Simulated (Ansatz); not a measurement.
Basis-set extrapolation for `CB([SiH3])CCl` (PBE0-D4/def2-TZVP geometry, frozen core, Ansatz 0.2.0). Multiplicity 1, RHF reference.

```
                      def2-TZVPP   def2-QZVPP
                 HF  -853.555877  -853.582209
    MP2 correlation    -0.771833    -0.828799
CCSD(T) correlation    -0.875642      not run
```

Energies in hartree. Use E(X) = E(∞) + A·exp(−7.88·√X) for Hartree–Fock and E(X) = E(∞) + B·X^(−2.97) for correlation, with X = 3 and 4, and add CCSD(T) minus MP2 of the smaller set to the MP2 limit.

Question: What is the CCSD(T) energy at the basis-set limit?

Answer: HF limit: -853.582209 + (-0.026332) × 0.13774 = -853.58584. MP2 limit: -0.828799 + (-0.056966) × 0.74074 = -0.87100. Higher-order term: -0.875642 − (-0.771833) = -0.10381. Total: -854.56065 hartree, 3.51 eV below CCSD(T)/def2-TZVPP.
